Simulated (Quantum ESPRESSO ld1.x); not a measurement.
Task: The mean radii <r> (bohr) of the occupied orbitals of an atom or ion are listed with their occupations. All-electron calculation, non-relativistic Kohn-Sham, LDA (Slater exchange, Perdew-Zunger correlation), spin-polarised, spherical densities, point nucleus, Latter tail correction. Program: ld1.x of Quantum ESPRESSO 7.5.

orbital  occ.      <r>
1s up       1  0.03297
1s down     1  0.03298
2s up       1   0.1342

Name the element and its charge. Open shells, if any, are filled with parallel spins first.

Result: Z = 46, palladium, charge +43: Pd43+ in [He] 2s1. The 1s radius gives Z: for a bare nucleus <r> = 1.5/Z, 0.03261 bohr for Z = 46, and screening makes it slightly larger (0.03297 here). The occupations add up to 3, and the charge is Z minus that.
